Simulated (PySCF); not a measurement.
Compound: 1-vinylnaphthalene, C₁₂H₁₀.
SMILES: `C=Cc1cccc2ccccc12`

Torsions of this conformer, `[CH2:1]=[CH:2][c:3]1[cH:4][cH:5][cH:6][c:7]2[cH:8][cH:9][cH:10][cH:11][c:12]12`: C1–C2–C3–C4 -36°.

The closed-shell ground state was solved at several levels (PySCF, density fitting, gas phase, non-relativistic). Geometry: PBE0-D3(BJ)/def2-SVP, one conformer, isolated molecule.

```
         level  basis functions  HOMO (eV)  LUMO (eV)  gap (eV)  dipole (D)
   B3LYP/pcJ-1              424      -5.97      -1.61      4.36        0.10
B3LYP/pcSseg-1              254      -5.99      -1.62      4.37        0.10
 PBE0/pcSseg-1              254      -6.20      -1.49      4.71        0.07
```

Problem. Estimate the row for CAM-B3LYP/def2-SVPD, a basis of 320 functions; the other rows only guide the guess.

Solution. HOMO -7.26 eV, LUMO -0.48 eV, gap 6.78 eV, dipole 0.11 D.

Problem. How far do the dipole and the HOMO energy spread over the levels?

Solution. The dipole runs from 0.07 to 0.11 D (mean 0.09 D) and the HOMO from -7.26 to -5.97 eV.
